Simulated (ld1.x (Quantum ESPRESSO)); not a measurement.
Results of a calculation; reference values are marked as such.
# Hardness and transferability of assorted potentials

Generated with ld1.x 7.5 (TM, RRKJ, ultrasoft, PAW), atompaw 4.2 or ONCVPSP 4.0.1. The cutoff is in Ry: for ld1.x and atompaw files where the sum of valence levels is converged to 10 mRy in a Bessel basis, for ONCV files where the hardest occupied wave has 1 mHa per electron of residual kinetic energy. The error is the largest all-electron minus pseudo excitation energy over each file’s own four to seven test configurations (ionisations up to +4, promotions, holes and added fractions of an electron), all of which were solved. The labels leave out finer settings (local radius, basis sizes, second energies), which also bear on the numbers. Spin-polarised tests are not counted. The rows are a selection from randomly drawn settings: files with unsolved tests, undetermined cutoffs or missed reference levels are left out.

A true bound ghost makes a file unfit for plane-wave use even where its test errors are small: the radial tests pick states by their node count and pass the ghost by.

| element | potential | cutoff (Ry) | largest error (meV) | bound ghosts |
| --- | --- | --- | --- | --- |
| B | ultrasoft, PBE, fully relativistic, rc 1.30/2.95/2.95 (spd), local smoothed, core correction yes, reference 2s2 2p0 | 15 | +37 | none |
| Si | ultrasoft, PBE, scalar-relativistic, rc 1.65/2.15/2.10 (spd), local smoothed, core correction no, reference 3s2 3p1.5 | 12 | +115 | none |
| Zr | TM semilocal, LDA (PZ), scalar-relativistic, rc 2.20/1.20/2.90 (spd), local p, core correction no, reference 4p6 4d2 5s1.5 5p0 | 60 | +302 | none |
| Nb | TM semilocal, LDA (PZ), scalar-relativistic, rc 2.15/4.10/2.70 (spd), local s, core correction no, reference 4d3 5s2 5p0 | 25 | +113 | none |
| Xe | RRKJ, PBEsol, scalar-relativistic, rc 1.45/1.50/1.20 (spd), local s, core correction yes, reference 4d10 5s2 5p6 | 110 | -337 | none |
| Bi | TM semilocal, PBE, scalar-relativistic, rc 1.80/1.90 (sp), local p, core correction yes, reference 6s2 6p1.5 | 30 | -116 | none |

Question: Fill in the row for Ga: ultrasoft, PBE, scalar-relativistic, rc 1.95/1.95 (sp), local smoothed, core correction yes, reference 4s2 4p0.5.

Answer: cutoff 6 Ry, largest error -165 meV, bound ghosts: none.

Question: Fill in the row for Cd: TM, PBEsol, scalar-relativistic, rc 2.00/1.60/1.05 (spd), local p, core correction no, reference 4p6 4d9 5s0 5p0.

Answer: cutoff 90 Ry, largest error +316 meV, bound ghosts: s.

Question: Fill in the row for K: TM, LDA (PZ), scalar-relativistic, rc 2.80/3.35/2.80 (spd), local s, core correction no, reference 4s1 4p0.

Answer: cutoff 6 Ry, largest error +54 meV, bound ghosts: p.
